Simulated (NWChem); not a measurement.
CH4CuO2, doublet; SMILES [OH][Cu][O]C

```xyz
8

Cu    -0.0818     0.4643     0.0007
O      0.1395     2.2005    -0.0019
H      1.0554     2.5018     0.0068
O     -0.4595    -1.2451    -0.0026
C      0.3468    -2.3636    -0.0004
H      1.0356    -2.3843     0.8689
H     -0.2592    -3.2879     0.0301
H      0.9875    -2.4150    -0.9046
```
Atoms are numbered in this order, from 1.

Program: NWChem. Pople sets run with spherical d functions. Spin-unrestricted. Geometry: optimised at PBE0/def2-SVP, spin-unrestricted. No frequency run checked for a minimum. This spin state was assumed; another may lie lower. No stability test was run on the SCF state. Vzz is the largest principal value of the second derivative of the potential at the nucleus (NWChem prints the opposite sign); η is the asymmetry. Non-relativistic.

```json
[
 {"level": "CAM-B3LYP/6-31G*", "Vzz Cu1 (a.u.)": "-2.051", "η Cu1": "0.38", "Vzz O2 (a.u.)": "1.160", "η O2": "0.03", "Vzz O4 (a.u.)": "1.344", "η O4": "0.50"},
 {"level": "B3LYP/def2-TZVP", "Vzz Cu1 (a.u.)": "1.437", "η Cu1": "0.18", "Vzz O2 (a.u.)": "1.104", "η O2": "0.29", "Vzz O4 (a.u.)": "-1.278", "η O4": "0.98"},
 {"level": "B3LYP/def2-SVP", "Vzz Cu1 (a.u.)": "[?]", "η Cu1": "[?]", "Vzz O2 (a.u.)": "[?]", "η O2": "[?]", "Vzz O4 (a.u.)": "[?]", "η O4": "0.98"}
]
```

What belongs in the gaps?


- B3LYP/def2-SVP, Vzz Cu1 (a.u.): 1.154
- B3LYP/def2-SVP, η Cu1: 0.97
- B3LYP/def2-SVP, Vzz O2 (a.u.): 1.141
- B3LYP/def2-SVP, η O2: 0.39
- B3LYP/def2-SVP, Vzz O4 (a.u.): 1.262
